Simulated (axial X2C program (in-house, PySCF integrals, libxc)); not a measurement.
Which molecule has these constants?

Computed with an in-house relativistic program for diatomic molecules, spin-free (one-electron X2C) or two-component (2c: spin–orbit coupling with atomic mean-field Coulomb and Gaunt terms, which also bring small scalar terms), in Dyall basis sets with cores contracted in-house; open shells are unrestricted.

A two-component PBE0 calculation in a Dyall 3-zeta basis gave Re = 1.571 Å, ωe = 1141.9 cm⁻¹, De = 2.93 eV, Ω = 3/2.

Question: Which molecule is it?
A. BeB⁺
B. BeC⁺
C. LiBe⁺
D. BeO⁺
E. BeN⁺

Answer: B. The others have BeN⁺ 1.573 Å and 985.3 cm⁻¹ (Ω = 1); LiBe⁺ 2.595 Å and 331.4 cm⁻¹ (Ω = 0); BeO⁺ 1.415 Å and 1288.9 cm⁻¹ (Ω = 3/2); BeB⁺ 2.210 Å and 474.5 cm⁻¹ (Ω = 0).

Each entry is the lowest single determinant of a limited PBE0 search at one distance. De goes to single-determinant-based atoms at the same level (for ions the charge split of lowest energy) and is withheld (n/a) where an atom does not fit its ground term or J level. Main or longest-lived isotopes. One determinant is a doubtful description, or other states lie close, for BeC⁺, BeN⁺; these need not be ground states, and all values refer to the states named. Some open-shell Ω = 0 determinants are out of reach, so the Ω given for BeN⁺ need not be the lowest component. With several unpaired electrons the Ω given is that of one determinant, not necessarily of the lowest component. Some light 2c atoms are not at their ground J level, so De misses part of their lowering (0.04 eV or less). The functionals have no current term, which raises determinants with orbital currents.
